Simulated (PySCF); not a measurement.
**Worked example: chemical shift, span and skew from a shielding tensor**

1-fluoro-1-methylcyclobutane (C5H9F), SMILES CC1(CCC1)F. Atoms are numbered in the order given.

```xyz
15

C      1.2139    -1.1994     0.0000
C     -0.0755    -0.4147     0.0000
F     -1.1231    -1.3111     0.0000
C     -0.1748     0.6774    -1.0764
C      0.2192     1.7078     0.0000
C     -0.1748     0.6774     1.0764
H      1.2671    -1.8392    -0.8936
H      1.2671    -1.8392     0.8936
H      2.0845    -0.5273     0.0000
H     -1.2252     0.7900    -1.3821
H      0.4547     0.5749    -1.9733
H      1.2992     1.9180     0.0000
H     -0.3176     2.6667     0.0000
H      0.4547     0.5749     1.9733
H     -1.2252     0.7900     1.3821
```
Charge 0, spin multiplicity 1.

Geometry optimised at PBE0-D3(BJ)/def2-SVP.

GIAO shieldings from PBE/pcSseg-1 run with PySCF, non-relativistic, no solvent. The symmetric part of the tensor of F3 has the principal values 258.3, 286.8, 330.4 ppm. The same nucleus in CFCl3 has σ = 133.6 ppm at this level (PySCF, at its B3LYP-D3(BJ)/def2-TZVP geometry).

### Question
Work out the isotropic shielding, the ¹⁹F shift against CFCl3, the span and the skew.

### Answer

σ(iso) = (σ11 + σ22 + σ33)/3 = 291.8 ppm. δ = σ(ref) − σ(iso) = 133.6 − (291.8) = -158.2 ppm.
Span Ω = σ33 − σ11 = 72.1 ppm. Skew κ = 3(σ(iso) − σ22)/Ω = 0.21. Tumbling in solution averages the tensor to δ; in a static solid the shielding alone would spread this spin-1/2 line over Ω.
